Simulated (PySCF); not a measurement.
C5H6O2, SMILES Cc1coc(O)c1. The structure is a stationary point at TPSSh-D3(BJ)/def2-SVP. One conformer was computed; it need not be the lowest.

Q: Give the equilibrium geometry at TPSSh-D3(BJ)/def2-SVP (PySCF confirms it by a frequency run) as Cartesian coordinates in Å, and its point group. (Estimate from the structure and the level; the computed values follow.)

A: Several could match; the one computed here: point group Cs.
```xyz
13

C      0.4433    -2.5637     0.0000
C      0.0710    -1.1132     0.0000
C     -1.1854    -0.5791     0.0000
O     -1.1229     0.7974     0.0000
C      0.1784     1.1251     0.0000
O      0.3992     2.4498     0.0000
C      0.9783     0.0123     0.0000
H      1.0447    -2.8209    -0.8878
H     -0.4519    -3.2025     0.0000
H      1.0447    -2.8209     0.8878
H     -2.1842    -1.0033     0.0000
H      1.3563     2.5965     0.0000
H      2.0657    -0.0139     0.0000
```
Charge 0, spin multiplicity 1.
